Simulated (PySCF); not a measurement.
formaldehyde (CH2O), SMILES C=O. Heavy atoms are numbered as in [CH2:1]=[O:2]. Hydrogens are named by the atom that carries them.

Geometry optimised at PBE0-D3(BJ)/def2-TZVPD.

The numbers are results of M06-2X/def2-TZVPD run with PySCF, not measurements.

Mulliken values depend strongly on the basis, most of all with diffuse functions as here. Atomic charges (e), one atom of each kind:

```csv
atom,Mulliken,IAO
C1 (CH2),0.04,0.15
O2,-0.37,-0.37
H on C1,0.17,0.11
```
